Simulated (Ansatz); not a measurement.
Start from `O[SiH](I)[SiH2]F` and change one atom or group to get `O[SiH](F)[SiH2]F`.

Ansatz, PBE0-D4/def2-TZVP geometries, multiplicity 1. Each molecule was computed in one conformer, which needn't be the lowest.

Elements past krypton have def2 core potentials.  Spin–orbit coupling is left out; it splits and shifts lone-pair levels of the heavy atoms by tenths of an eV.

```json
{"property": "HOMO energy (PBE0/def2-TZVPP) / eV", "`O[SiH](I)[SiH2]F`": "-7.57"}
{"property": "LUMO energy (ωB97M-V/def2-TZVPP) / eV", "`O[SiH](I)[SiH2]F`": "0.58"}
{"property": "size of the dipole moment (B3LYP/def2-TZVPP) / D", "`O[SiH](I)[SiH2]F`": "2.17"}
{"property": "HOMO energy (B3LYP/def2-TZVPP) / eV", "`O[SiH](I)[SiH2]F`": "-7.34"}
{"property": "HOMO energy (PBE/def2-TZVPP) / eV", "`O[SiH](I)[SiH2]F`": "-6.45"}
{"property": "LUMO energy (B3LYP/def2-TZVPP) / eV", "`O[SiH](I)[SiH2]F`": "-1.33"}
```

What does the change do to each property? (Estimate.)

Computed: 
```csv
property,`O[SiH](F)[SiH2]F`,shift
HOMO energy (PBE0/def2-TZVPP) / eV,-8.25,-0.68
LUMO energy (ωB97M-V/def2-TZVPP) / eV,0.62,0.04
size of the dipole moment (B3LYP/def2-TZVPP) / D,1.07,-1.10
HOMO energy (B3LYP/def2-TZVPP) / eV,-8.07,-0.73
HOMO energy (PBE/def2-TZVPP) / eV,-6.95,-0.50
LUMO energy (B3LYP/def2-TZVPP) / eV,-1.34,-0.01
```

Dipoles are sizes alone; their direction can turn.

B3LYP here is the variant with VWN-RPA as its local correlation; programs differ in this.
